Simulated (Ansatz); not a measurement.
## Abstraction of H: GeH2(CH3)2 + SiHCl2 → GeH2(CH2)(CH3) + SiH2Cl2

Species: GeH2(CH3)2, singlet; SiHCl2 `Cl[SiH]Cl`, doublet; GeH2(CH2)(CH3), doublet; SiH2Cl2 (dichlorosilane (DCS)) `Cl[SiH2]Cl`, singlet. A radical takes H: the energy is the difference in strength between the C–H bond broken and the Si–H bond made.

Shapes, held fixed at every level: PBE0-D4/def2-TZVP. Flexible molecules stand in one conformer, not always the lowest. Programs: Ansatz 0.2.0. The zero-point and thermal change to 298 K, harmonic and unscaled (PBE0-D4/def2-TZVP), is -11.1 kJ/mol.

```csv
level,kind,ΔH(298 K) (kJ/mol),less CCSD(T)/def2-TZVPP,CPU time (sum over the molecules)
MP2/def2-TZVPP,perturbation theory,+51.8,+9.9,–
PBE-D4/def2-TZVPP,GGA,+63.0,+21.1,27 s
r2SCAN-D4/def2-TZVPP,meta-GGA,+46.1,+4.2,61 s
B3LYP-D4/def2-TZVPP,global hybrid,+48.3,+6.4,50 s
BHLYP-D4/def2-TZVPP,global hybrid,+35.6,-6.3,41 s
B2PLYP/def2-TZVPP,double hybrid,+46.1,+4.2,55 s
CCSD(T)/def2-SVP,coupled cluster or CI,+43.1,+1.2,62 s
CCSD(T)/def2-TZVPP,coupled cluster or CI,+41.9,0.0,18 min
```

The highest level, CCSD(T)/def2-TZVPP, gives ΔH(298 K) = +41.9 kJ/mol; the levels span +35.6 to +63.0. The column of differences is taken from that level and isn't an error. No measured value is set beside it here. Open shells run unrestricted. Relativity is left out for Ge. Outer-core shells of Ge are correlated in most correlated rows, in sets that cover them unevenly. Times are processor times on shared x86 and Arm servers, and rough.
